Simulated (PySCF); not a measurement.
## Bond curve of BaF

Set-up: PySCF, spin-free X2C with a Gaussian nucleus, basis sets Ba x2c-TZVPall, F x2c-TZVPall. Energies in eV from Ba + F in their ground configurations at the same level. All curves are PBE0. state 1: ²Σ⁺ (doublet), unpaired electrons σ ↑; state 2: ²Δ (doublet), unpaired electrons δ ↑, a second solution, started from another occupation; state 3: ²Π (doublet), unpaired electrons π ↑, a second solution, started from another occupation; state 4: quartet, unpaired electrons σ ↑, π ↑, δ ↑, a second solution, started from another occupation.

```csv
R (Å),state 1,state 2,state 3,state 4
1.852,-4.992,-3.718,-3.679,5.2421
1.938,-5.514,-4.258,-4.207,4.0608
2.024,-5.805,-4.572,-4.509,3.1610
2.088,-5.909,-4.694,-4.625,2.6375
2.153,-5.938,-4.744,-4.668,2.2200
2.218,-5.909,-4.737,-4.655,1.8894
2.304,-5.805,-4.663,-4.573,1.5558
2.411,-5.602,-4.498,-4.400,1.2674
2.541,-5.298,-4.239,-4.133,1.0510
2.713,-4.851,-3.849,-3.734,0.8951
```

Q: Put a parabola through the three lowest points of the state 1 curve and estimate Re, k and ωe (reduced mass 16.7 u; 1 eV/Å² = 0.16022 mdyn/Å; ωe = 1302.8·√(k/μ) cm⁻¹).

A: Through R = 2.088, 2.153, 2.218 Å the second-order coefficient is 6.86 eV/Å², so Re ≈ 2.153 Å, k ≈ 2.20 mdyn/Å and ωe ≈ 473 cm⁻¹. A polynomial fit of higher order to the unrounded PBE0 energies gives Re = 2.151 Å, k = 2.23 mdyn/Å, ωe = 476 cm⁻¹; anharmonicity and rounding make the difference.

The higher-order fit for each curve: state 1: Re = 2.151 Å, ωe = 476 cm⁻¹, De = 5.94 eV; state 2: Re = 2.176 Å, ωe = 448 cm⁻¹, minimum 4.75 eV below the ground-state fragments; state 3: Re = 2.168 Å, ωe = 453 cm⁻¹, minimum 4.67 eV below the ground-state fragments. State 4 gave no clean fit.

Spin–orbit coupling is left out, which matters for elements this heavy, above all for dissociation energies. Counting both spins, an empty level lies below a filled one in some of these solutions, because spin and occupation are held. The state is the lowest determinant that a PBE0 search found; another state may lie lower at other levels.
